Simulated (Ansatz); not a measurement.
Cost and result up the ladder for cis-Ti(H2O)2F4 (TiO2F4H4) (11 atoms). The state is a singlet with charge 0. Geometry: r2SCAN-D4/def2-SVP.

```xyz
11

F     1.030    1.993   -0.552
F     1.933    0.183    1.253
F     1.069   -0.658   -1.192
F    -0.689    0.935    1.279
O    -0.192   -1.538    0.866
O    -1.207    0.508   -1.198
Ti    0.599    0.439    0.141
H    -0.372   -1.482    1.815
H     0.470   -2.233    0.745
H    -0.922    0.540   -2.123
H    -1.718    1.313   -1.034
```

Ansatz on 4 threads of Arm Neoverse V1 on a shared host. Times are rough, and most runs start from the orbitals of an earlier one. ωB97X-V/def2-TZVP serves as the yardstick here, not as an exact answer. Differences are given only for rows in sets of like size (and for xTB, whose basis is part of the method), since another set adds its own error. Binding counts from free atoms at the same level (F doublet, O triplet, Ti triplet, H doublet; other spins of the atoms weren't run), without zero-point energy or a counterpoise term.

Correlated methods freeze 11 core orbitals; core or outer-core shells of Ti are correlated, in sets that lack core-valence functions. The rows differ in basis, and correlated rows in double-zeta sets carry the largest basis error. No other spin state of charge 0 was run.

Correlated methods converge slowly with the basis, most of all in double-zeta sets.

| level | functions | binding energy per atom (eV) | difference from ωB97X-V/def2-TZVP (eV) |
| --- | --- | --- | --- |
| PBE-D4/def2-SVP | 135 | 4.37 | – |
| MP2/def2-TZVP | 255 | 4.18 | 0.06 |
| CCSD(T)/def2-SVP | 135 | 3.92 | – |
| CAM-B3LYP-D4/def2-TZVP | 255 | 4.14 | 0.02 |
| PBE0-D4/def2-TZVP | 255 | 4.07 | -0.05 |
| PBE0-D4/def2-SVP | 135 | 4.10 | – |
| BHLYP-D4/def2-TZVP | 255 | 3.82 | -0.30 |
| ωB97X-V/def2-TZVP | 255 | 4.12 | 0.00 |
| HF/STO-3G | 52 | 3.52 | – |

(1) Estimate how long each takes.

Results:

(1) HF/STO-3G 0.3 s; PBE-D4/def2-SVP 1.6 s; PBE0-D4/def2-SVP 2.6 s; PBE0-D4/def2-TZVP 6 s; MP2/def2-TZVP 6 s; CAM-B3LYP-D4/def2-TZVP 6.5 s; BHLYP-D4/def2-TZVP 6.5 s; ωB97X-V/def2-TZVP 14 s; CCSD(T)/def2-SVP 50 s. On shared hardware such times vary by a factor of up to 3.
